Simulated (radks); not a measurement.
Problem. These are the eigenvalues of the occupied orbitals of an atom or ion with whole-number occupations (eV). Method: non-relativistic Kohn-Sham, PBE, spin-unpolarised, spherical densities, point nucleus; computed with a radial shooting solver on a logarithmic mesh with Libxc functionals.

orbital  eigenvalue
1s        -63766.20
2s        -10493.87
2p        -10059.26
3s        -2407.736
3p        -2206.327
3d        -1830.885
4s        -494.4582
4p        -410.2984
4d        -256.9768
5s         -80.2479
4f         -57.1194
5p         -55.9718
5d         -20.5192

Which element is it, and in what charge state? The configuration may be excited.

Solution. Z = 74, tungsten, charge +2: W2+ in [Xe] 4f14 5d4. The list shows which subshells hold electrons but not how many an open one holds; the 1s level, -2343.4 hartree, gives Z - s = 68.5 by -(Z - s)^2/2, which with screening narrows Z to a few neighbours, and the depths of the outer levels then fix element, charge and occupations together.
